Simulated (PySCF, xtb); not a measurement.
B(H)2(OH) (BH₃O), SMILES BO.

Geometry optimised at PBE0-D3(BJ)/def2-TZVP.

Computed with IEF-PCM-PBE0/def2-TZVPD in PySCF.

The values are the electrostatic part of the solvation free energy, E(continuum) − E(gas) at the gas-phase geometry, in a cavity of scaled van der Waals radii (PySCF's table); cavitation and dispersion terms are not included. In vacuum the orbital gap is 8.40 eV. The dipole moment in vacuum is 1.54 D.

| solvent | ε | ΔG(elec) (kcal/mol) | dipole (D) | gap (eV) |
|---|---|---|---|---|
| water | 78.36 | -3.6 | 1.91 | 8.43 |
| 1-octanol | 9.86 | -3.1 | 1.86 | 8.43 |
| diethylether | 4.24 | -2.4 | 1.78 | 8.42 |

For comparison, GFN2-xTB/ALPB(water) (xtb, at the GFN2-xTB geometry, all terms of that model) gives -5.5 kcal/mol.
